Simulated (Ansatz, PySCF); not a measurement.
Species: SnH₂, charge 0, multiplicity 1. 
Coordinates optimised at B3LYP-D3(BJ)/def2-TZVP (Ansatz, an electronic-structure program):
```xyz
3

Sn     0.0062     0.0000     0.0478
H     -0.1481    -1.2656    -1.1952
H     -0.1642     1.2649    -1.1939
```

Quantity: vertical ionisation energy (to the doublet state of charge +1; each state is the SCF solution reached for its spin; for the singlet the Hartree-Fock reference is unstable and T1 is 0.014), in eV. Correlated levels leave the core frozen unless marked. Open shells are spin-unrestricted. Spin-orbit coupling is left out. Frozen are the shells of the preceding noble gas and the d and f shells that filled before the atom's block. In def2 rows, elements after Kr have scalar-relativistic effective core potentials. Basis-set limits of correlation are two-point, X^-3; Hartree-Fock from the larger set.

| level | program | vertical ionisation energy (eV) | minus last row |
|---|---|---|---|
| HF/def2-TZVPPD | Ansatz | 8.04 | -0.88 |
| PBE/def2-TZVPD | Ansatz | 8.91 | -0.01 |
| MP2/def2-SVPD | Ansatz | 8.63 | -0.29 |
| MP2/def2-TZVPPD | Ansatz | 8.74 | -0.18 |
| RI-MP2/def2-QZVPPD | Ansatz | 8.80 | -0.12 |
| CCSD(T)/def2-TZVPPD | Ansatz | 8.86 | -0.06 |
| CCSD(T)/CBS(def2-TZVPPD,def2-QZVPPD) | Ansatz | 8.92 | 0.00 |

For comparison, minus the highest occupied orbital energy (PySCF): 7.56 eV at M06-2X/def2-TZVPD, 5.69 eV at M06-L/def2-TZVPD, 5.80 eV at TPSS/def2-TZVPD.
